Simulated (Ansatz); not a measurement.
Ansatz (an electronic-structure program) input for Sn(F)2(Br)(OH) (BrF2HOSn), SMILES [OH][Sn]([F])([F])[Br], PBE-D3(BJ)/def2-SVP. 

Ansatz 0.2 input:
```yaml
crystal:
  periodic: [false, false, false]
  atoms:
    - {symbol: O, position_ang: [-1.83317171, -1.30605798, -0.00000001]}
    - {symbol: Sn, position_ang: [-0.00520307, -0.58907886, -0.00000000]}
    - {symbol: F, position_ang: [0.96538390, -1.28346578, 1.51518361]}
    - {symbol: F, position_ang: [0.96538392, -1.28346578, -1.51518359]}
    - {symbol: Br, position_ang: [-0.01783515, 1.86518572, 0.00000000]}
    - {symbol: H, position_ang: [-1.82715302, -2.27670921, -0.00000001]}
basis:
  gaussian:
    orbitals: def2-SVP
hamiltonian:
  xc: pbe
  dispersion: d3bj
relax: {f_tol: 0.002, max_steps: 200}
```

Output:

```
WARN ansatz: RAYON_NUM_THREADS=1 ignored (pool sized by the plan → 1); use --threads N
Functional definition: PBE
integrals: 0.05 GiB planned
1133 factors; their error is unknown
mean field: 0.27 GiB planned
mean field evaluation 1: about -83335.6415 eV, gradient 7.5e1 eV
mean field evaluation 2: about -83237.8319 eV, gradient 1.9e2 eV
mean field evaluation 4: about -83344.7288 eV, gradient 2.1e1 eV
mean field evaluation 8: about -83345.4621 eV, gradient 2.0e-1 eV
mean field evaluation 16: about -83345.3823 eV, gradient 1.1e-4 eV
mean field -83345.38232653 eV, -3062.8863069707 hartree, gradient 1.9e-5 eV, S^2 0.000000; 0 other end points of the search recorded, 0 dependent functions left out
the calculation of the forces begins
reference -83345.38236551 eV, -3062.8863084031 hartree; 42, 42 occupied and 63, 63 virtual orbitals, 1133 factors
relax step   1: F+E_penalty+E_count = -83345.50203667 eV  Δ(F+E_penalty+E_count) = +0.000e0 eV  max|allowed force component| = 4.241e-1 eV/Å  Δτ_max = 0.0000 Å  (30 SCF iters, accepted)
these checks for a lower state are left out or cut short: starts, cluster_reference, orbital_swaps, neighbouring_geometries, increment
integrals: 0.05 GiB planned
1133 factors; their error is unknown
mean field: 0.27 GiB planned
mean field -83345.39581899 eV, -3062.8868028095 hartree, gradient 5.8e-5 eV, S^2 0.000000; 0 other end points of the search recorded, 0 dependent functions left out
the calculation of the forces begins
reference -83345.39585799 eV, -3062.8868042427 hartree; 42, 42 occupied and 63, 63 virtual orbitals, 1133 factors
relax step   2: F+E_penalty+E_count = -83345.51490116 eV  Δ(F+E_penalty+E_count) = -1.286e-2 eV  max|allowed force component| = 1.348e-1 eV/Å  Δτ_max = 0.0199 Å  (28 SCF iters, accepted)
these checks for a lower state are left out or cut short: starts, cluster_reference, orbital_swaps, neighbouring_geometries, increment
integrals: 0.05 GiB planned
1133 factors; their error is unknown
mean field: 0.27 GiB planned
mean field -83345.39678295 eV, -3062.8868382344 hartree, gradient 6.0e-5 eV, S^2 0.000000; 0 other end points of the search recorded, 0 dependent functions left out
the calculation of the forces begins
reference -83345.39682194 eV, -3062.8868396673 hartree; 42, 42 occupied and 63, 63 virtual orbitals, 1133 factors
relax step   3: F+E_penalty+E_count = -83345.51595618 eV  Δ(F+E_penalty+E_count) = -1.055e-3 eV  max|allowed force component| = 1.965e-2 eV/Å  Δτ_max = 0.0088 Å  (28 SCF iters, accepted)
these checks for a lower state are left out or cut short: starts, cluster_reference, orbital_swaps, neighbouring_geometries, increment
integrals: 0.05 GiB planned
1133 factors; their error is unknown
mean field: 0.27 GiB planned
mean field evaluation 32: about -83345.4775 eV, gradient 3.3e-1 eV
mean field -83345.39691975 eV, -3062.8868432619 hartree, gradient 6.2e-5 eV, S^2 0.000000; 0 other end points of the search recorded, 0 dependent functions left out
the calculation of the forces begins
reference -83345.39695874 eV, -3062.8868446944 hartree; 42, 42 occupied and 63, 63 virtual orbitals, 1133 factors
relax step   4: F+E_penalty+E_count = -83345.51606111 eV  Δ(F+E_penalty+E_count) = -1.049e-4 eV  max|allowed force component| = 8.581e-3 eV/Å  Δτ_max = 0.0062 Å  (28 SCF iters, accepted)
these checks for a lower state are left out or cut short: starts, cluster_reference, orbital_swaps, neighbouring_geometries, increment
integrals: 0.05 GiB planned
1133 factors; their error is unknown
mean field: 0.27 GiB planned
mean field -83345.39691820 eV, -3062.8868432049 hartree, gradient 6.5e-5 eV, S^2 0.000000; 0 other end points of the search recorded, 0 dependent functions left out
the calculation of the forces begins
reference -83345.39695718 eV, -3062.8868446374 hartree; 42, 42 occupied and 63, 63 virtual orbitals, 1133 factors
relax step   5: F+E_penalty+E_count = -83345.51606667 eV  Δ(F+E_penalty+E_count) = -5.562e-6 eV  max|allowed force component| = 1.788e-3 eV/Å  Δτ_max = 0.0017 Å  (22 SCF iters, accepted)
integrals: 0.05 GiB planned
1133 factors; their error is unknown
mean field: 0.27 GiB planned
mean field evaluation 64: about -83345.3969 eV, gradient 6.5e-5 eV
mean field -83345.39691820 eV, -3062.8868432049 hartree, gradient 6.5e-5 eV, S^2 0.000000; 1 other end points of the search recorded, 0 dependent functions left out
the calculation of the forces begins
reference -83345.39695718 eV, -3062.8868446374 hartree; 42, 42 occupied and 63, 63 virtual orbitals, 1133 factors
Total energy: -83345.51610565 eV, -3062.8912232627 hartree
Atom 0 at    -1.856874    -1.298253    -0.000000 Å, force     0.000050    -0.000364     0.000000 eV/Å
Atom 1 at    -0.004884    -0.590198     0.000000 Å, force     0.000948     0.001788    -0.000000 eV/Å
Atom 2 at     0.972760    -1.290323     1.528414 Å, force    -0.000142    -0.000205    -0.000004 eV/Å
Atom 3 at     0.972760    -1.290323    -1.528414 Å, force    -0.000142    -0.000205     0.000004 eV/Å
Atom 4 at    -0.022403     1.872981    -0.000000 Å, force     0.000039    -0.000320     0.000000 eV/Å
Atom 5 at    -1.813953    -2.277476    -0.000000 Å, force    -0.000752    -0.000693     0.000000 eV/Å
Dipole moment:    -0.254099    -0.045437     0.000000 e Å
```

The calculation finished and met its thresholds.
